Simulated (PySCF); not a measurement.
C4H6O. Atoms are numbered in the order given.

```xyz
11

O      0.6260     1.6615     0.0000
C     -0.4743     1.1586     0.0000
C     -0.7203    -0.3065     0.0000
C      0.2821    -1.1832     0.7426
C      0.2821    -1.1832    -0.7426
H     -1.3957     1.7972     0.0000
H     -1.7695    -0.6136     0.0000
H     -0.1182    -2.0494     1.2754
H      1.0883    -0.6457     1.2489
H     -0.1182    -2.0494    -1.2754
H      1.0883    -0.6457    -1.2489
```
Charge 0, spin multiplicity 1.

Geometry: B3LYP-D3(BJ)/def2-SVP. The values are those of a single conformer.

The numbers are results of PBE/def2-TZVP (PySCF), not measurements.

Symmetry labels are those of the subgroup Cs that the program uses (full group Cs).

### Question
List the valence orbital energies around the gap with their symmetry. (An estimate is asked for; the answer gives what the named calculation found.)

### Answer

| orbital | symmetry | energy (eV) |
|---|---|---|
| HOMO−7 | A' | -11.66 |
| HOMO−6 | A' | -10.69 |
| HOMO−5 | A" | -9.94 |
| HOMO−4 | A' | -9.60 |
| HOMO−3 | A" | -8.97 |
| HOMO−2 | A' | -7.85 |
| HOMO−1 | A" | -7.38 |
| HOMO | A' | -5.83 |
| LUMO | A" | -1.92 |
| LUMO+1 | A' | 0.47 |
| LUMO+2 | A' | 1.07 |
| LUMO+3 | A" | 1.51 |
